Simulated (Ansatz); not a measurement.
Ansatz (a program for electronic structure) input:
A basis named .json is the Basis Set Exchange file of that set.

Ansatz 0.2 input:
```yaml
crystal:
  periodic: [false, false, false]
  atoms:
    - {symbol: Si, position_ang: [0.26100997, -0.13447417, -0.93505675]}
    - {symbol: Br, position_ang: [-0.32797118, 0.37094639, 1.32338776]}
    - {symbol: O, position_ang: [0.75234544, 1.13268585, -1.66098157]}
    - {symbol: O, position_ang: [-1.10632530, -0.90246041, -1.50232923]}
    - {symbol: O, position_ang: [1.27310125, -1.43909944, -0.70222426]}
    - {symbol: H, position_ang: [-1.62754562, -0.26937040, -2.00378101]}
    - {symbol: H, position_ang: [2.09942589, -1.16012317, -0.29971574]}
basis:
  gaussian:
    orbitals: def2-QZVPP.json
hamiltonian:
  xc: pbe
total_charge: -1
magnetization: {spin_polarized: false}
correlation: {method: rpa, electrons: outside_noble_gas}
```

Q: What final total energy does it print?

A: -3089.15678 Eh (RPA@PBE/def2-QZVPP). The basis has 390 functions. The run takes around 70 core-seconds (rough).

It need not be the lowest isomer of its formula. Whether it binds its extra electron was not tested at this geometry.
